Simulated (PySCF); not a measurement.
Gas-phase reaction: B3O3H3 + 3 B2O + 6 HO2 → 3 (HBO2)3

Computed with PySCF (xtb for GFN2) and rigid-rotor harmonic-oscillator thermochemistry at 1 bar. Table values come from the NASA 1993 polynomials. After a fit of one offset per element over all species, the range-separated, M06-2X, PBE0/def2-QZVP and CCSD(T)/def2-TZVPP enthalpies, where run, lie to one side of the table for B3O3H3 (+31 kJ/mol), B2O (+77 kJ/mol): a fault of the table's entry, another state or a shared error of the levels is possible; this was not checked at source. S°(298 K) at PBE0/def2-TZVP differs from the NASA 1993 table for B2O (+19 J/mol/K), (HBO2)3 (+10 J/mol/K); whether the harmonic model or the table's entry is off was not settled. † marks an energy on the PBE0/def2-TZVP geometry and frequencies; other levels use their own. Open shells (unrestricted): HO2 (multiplicity 2); the rest are closed-shell singlets. GFN2 has no spin-polarisation term. The harmonic model lacks anharmonicity and excited electronic states, which grow with temperature; levels with a mode under 35 cm⁻¹ are left out. Strong static correlation: B2O. Internal rotation in (HBO2)3 is treated as a harmonic vibration of one conformer, which makes the entropy rough. Soft modes under 120 cm⁻¹ make the harmonic entropy rough for B2O. The table's entry may be an old estimate for B3O3H3, B2O, HO2, (HBO2)3 (not checked at source).

```csv
level,"ΔH°(298 K), kJ",minus table,"ΔG°(1600 K), kJ"
table,-5961.9,-,-3974.9
BLYP/def2-TZVP†,-5732.6,229.3,-3657.4
GFN2-xTB,-6251.9,-290.0,-4331.5
PBE/def2-SVP,-6127.1,-165.2,-4146.0
PBE0/def2-SVP†,-6298.6,-336.7,-4223.3
LDA/def2-TZVP†,-6587.8,-625.9,-4512.6
ωB97M-V/def2-TZVP†,-6096.4,-134.5,-4021.2
```
